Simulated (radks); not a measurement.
Results of a calculation; reference values are marked as such.
Question: Bi4+, configuration [Kr] 4d10 4f14 5s2 5p5.5 5d10 6s1 5f0.5 (fractional occupations, a model configuration). Code: a radial shooting solver on a logarithmic mesh with Libxc functionals. Model: Dirac Kohn-Sham, PBE, spin-unpolarised, spherical densities, finite nucleus; open shells fill j = l - 1/2 first; Fermi nuclear charge, rms radius 5.5211 fm.

Spin-orbit splittings of the eigenvalues, e(l+1/2) - e(l-1/2), with zeta = 2 splitting/(2l+1) and mean radii in bohr:

| shell | occ. | splitting (eV) | zeta (eV) | <r> j=l-1/2 | <r> j=l+1/2 |
|---|---|---|---|---|---|
| 2p | 6 | ? | ? | 0.05388 | 0.06293 |
| 3p | 6 | 519.3 | 346.2 | 0.1615 | 0.1780 |
| 3d | 10 | 110.1 | 44.05 | 0.1545 | 0.1595 |
| 4p | 6 | 128.0 | 85.33 | 0.3777 | 0.4123 |
| 4d | 10 | 23.90 | 9.561 | 0.4160 | 0.4270 |
| 4f | 14 | 5.499 | 1.571 | 0.4375 | 0.4437 |
| 5p | 5.5 | 24.95 | 16.63 | 0.8814 | 0.9679 |
| 5d | 10 | 3.207 | 1.283 | 1.170 | 1.205 |
| 5f | 0.5 | 0.1108 | 0.03166 | 2.627 | 2.653 |

Estimate the 2p splitting.

Answer: 2319 eV (zeta = 1546 eV).
